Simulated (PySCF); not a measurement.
C2H3ClFNSi, SMILES C([Si@@](Cl)(N)F)#C. Atoms are numbered in the order given.

```xyz
9

C      2.6311     0.0926    -1.1769
C      1.4855    -0.0144    -0.7829
Si    -0.2269    -0.1669    -0.1931
N     -1.2865     0.5484    -1.3066
F     -0.4978    -1.7475     0.0591
Cl    -0.4892     0.7227     1.6456
H      3.6449     0.1877    -1.5221
H     -2.2414     0.7943    -1.0701
H     -1.1247     0.4890    -2.3062
```

Geometry: B3LYP-D3(BJ)/def2-SVP. The structure was generated by enumeration; whether it is a known compound was not checked. The values are those of a single conformer.

The numbers are results of B3LYP/pcSseg-1 run with PySCF, not measurements.

GIAO shieldings, no solvent; atoms listed in one row are averaged. δ = σ(ref) − σ: ¹³C against TMS (σ = 181.3 ppm); ²⁹Si against TMS (σ = 338.7 ppm); ¹⁵N against NH3 (σ = 265.5 ppm); ¹⁹F against CFCl3 (σ = 161.7 ppm); ³⁵Cl against HCl (σ = 933.3 ppm); ¹H against TMS (σ = 31.68 ppm), references at their B3LYP-D3(BJ)/def2-TZVP geometries, non-relativistic (without spin–orbit terms, shifts of atoms bonded to Cl or Br come out too high).

Computed chemical shifts:
```tsv
nucleus	atoms	count	δ (ppm)
¹³C	C1	1	100.4
¹³C	C2	1	83.6
²⁹Si	Si3	1	-43.9
¹⁵N	N4	1	46.7
¹⁹F	F5	1	-109.2
³⁵Cl	Cl6	1	56.3
¹H	H7	1	2.50
¹H	H9	1	1.82
¹H	H8	1	1.74
```
